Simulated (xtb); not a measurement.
Cl3Te (SMILES Cl[Te+](Cl)Cl), charge +1, singlet, at a GFN2-xTB geometry; GFN2-xTB (xtb).

xtb was given this input:
```
$ xtb mol.xyz --gfn 2 --chrg 1 --uhf 0 --json

# file mol.xyz
4

Te     0.08225096     0.43564390     0.27167275
Cl     1.90482649    -0.61409172    -0.60663619
Cl    -0.91590711    -1.30425174     1.35407593
Cl    -1.24051054     0.58578566    -1.57843873
```

### Question
Write the output that xtb gives for this input, abridged.

### Answer

```
   ID    Z sym.   atoms
    1   52 Te     1
    2   17 Cl     2-4

           -------------------------------------------------
          |                Calculation Setup                |
           -------------------------------------------------

           -------------------------------------------------
          |                 G F N 2 - x T B                 |
           -------------------------------------------------

          ...................................................
          :                      SETUP                      :
          :.................................................:
          :  # basis functions                  40          :
          :  # atomic orbitals                  36          :
          :  # shells                           12          :
          :  # electrons                        26          :
          :  max. iterations                   250          :
          :  Hamiltonian                  GFN2-xTB          :
          :  restarted?                      false          :
          :  GBSA solvation                  false          :
          :  PC potential                    false          :
          :  electronic temp.          300.0000000     K    :
          :  accuracy                    1.0000000          :
          :  -> integral cutoff          0.2500000E+02      :
          :  -> integral neglect         0.1000000E-07      :
          :  -> SCF convergence          0.1000000E-05 Eh   :
          :  -> wf. convergence          0.1000000E-03 e    :
          :  Broyden damping             0.4000000          :
          :  net charge                          1          :
          :  unpaired electrons                  0          :
          ...................................................

 iter      E             dE          RMSdq      gap      omega  full diag
   1    -12.8389366 -0.128389E+02  0.217E+01    2.39       0.0  T
   2    -10.9920364  0.184690E+01  0.276E+01    5.77       1.0  T
   3    -15.2871660 -0.429513E+01  0.113E+01    6.46       1.0  T
   4    -15.8840025 -0.596836E+00  0.909E+00    3.55       1.0  T
   5    -16.2653535 -0.381351E+00  0.342E+00    5.00       1.0  T
   6    -16.2762437 -0.108902E-01  0.321E+00    4.98       1.0  T
   7    -16.3603366 -0.840929E-01  0.856E-01    4.64       1.0  T
   8    -16.3658299 -0.549330E-02  0.319E-01    4.49       1.0  T
   9    -16.3646483  0.118163E-02  0.479E-01    4.47       1.0  T
[...]
         :: total energy             -16.358864700681 Eh    ::
[...]
        24                         -0.2141550              -5.8275
       ...                                ...                  ...
        36                          0.6594245              17.9439
      -------------------------------------------------------------
                  HL-Gap            0.1665806 Eh            4.5329 eV
             Fermi-level           -0.5743371 Eh          -15.6285 eV

     #   Z          covCN         q      C6AA      α(0)
     1  52 Te       2.481     0.305   397.930    36.868
     2  17 Cl       0.827     0.232    92.438    14.708
     3  17 Cl       0.827     0.232    92.438    14.708
     4  17 Cl       0.827     0.232    92.438    14.708

 Mol. C6AA /au·bohr⁶  :       2365.312811
 Mol. C8AA /au·bohr⁸  :     148997.864110
 Mol. α(0) /au        :         80.992732

Wiberg/Mayer (AO) data.
largest (>0.10) Wiberg bond orders for each atom

 ---------------------------------------------------------------------------
     #   Z sym  total        # sym  WBO       # sym  WBO       # sym  WBO
 ---------------------------------------------------------------------------
     1  52 Te   4.434 --     3 Cl   1.478     4 Cl   1.478     2 Cl   1.478
     2  17 Cl   1.699 --     1 Te   1.478     4 Cl   0.110     3 Cl   0.110
     3  17 Cl   1.699 --     1 Te   1.478     4 Cl   0.110     2 Cl   0.110
     4  17 Cl   1.699 --     1 Te   1.478     3 Cl   0.110     2 Cl   0.110
 ---------------------------------------------------------------------------

Topologies differ in total number of bonds
Writing topology from bond orders to xtbtopo.mol

molecular dipole:
                 x           y           z       tot (Debye)
 q only:       -0.063      -0.333      -0.208
   full:        0.007       0.038       0.024       0.116
molecular quadrupole (traceless):
                xx          xy          yy          xz          yz          zz
 q only:        1.891      -0.813      -2.261      -0.507      -2.685       0.370
  q+dip:        1.874      -0.806      -2.241      -0.502      -2.661       0.367
   full:        1.604      -0.689      -1.918      -0.430      -2.277       0.314

           -------------------------------------------------
          | TOTAL ENERGY              -16.358864700681 Eh   |
          | GRADIENT NORM               0.000006934568 Eh/α |
          | HOMO-LUMO GAP               4.532888786771 eV   |
           -------------------------------------------------

normal termination of xtb
```
